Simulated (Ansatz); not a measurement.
This geometry of Cl4H2SSn (8 atoms, charge 0, multiplicity 1) is a first-order saddle point.

The calculation used Ansatz, RKS PBE0-D4/def2-SVP.

```xyz
8
Properties=species:S:1:pos:R:3
Sn -0.373 -0.003 -0.143
Cl -0.159 -1.242 2.193
Cl 1.771 0.829 0.203
Cl -1.037 1.396 -1.916
Cl -0.717 -2.081 -1.136
S -2.346 0.738 1.340
H -3.149 -0.195 0.775
H -1.488 -0.315 2.163
```

Q: Which two structures does it join? (They come from a converged band through this point; their orientation in space is the band's.)

A: Bonds broken: Sn1–Cl2, S6–H8. Bonds formed: Sn1–S6, Cl2–H8. Cl4H2SSn becomes Cl3HSSn + ClH.

Image 0:

```xyz
8
Properties=species:S:1:pos:R:3
Sn 0.087 0.055 0.072
Cl 0.543 0.271 2.350
Cl 2.231 0.011 -0.850
Cl -0.875 1.879 -1.017
Cl -0.759 -2.027 -0.568
S -2.684 0.205 1.318
H -3.377 -0.260 0.256
H -2.665 -1.005 1.917
```

Image 6:

```xyz
8
Properties=species:S:1:pos:R:3
Sn -0.601 0.275 -0.561
Cl -0.346 -1.485 2.964
Cl 1.473 0.785 0.336
Cl -0.811 1.499 -2.527
Cl -0.764 -1.976 -1.110
S -2.367 0.830 0.975
H -2.993 -0.340 0.706
H -1.090 -0.460 2.695
```

Q: How far does it lie above each of them?

A: 77.5 kJ/mol above the first and 52.1 kJ/mol above the second. This is the barrier of this one path; another mechanism may lie lower. The orbitals stay closed-shell, which can raise the energy where a bond breaks towards radicals; this wasn't checked here.

The run took 5.5 min on 4 threads of Arm Neoverse V2 (shared host), peak memory 0.44 GiB.
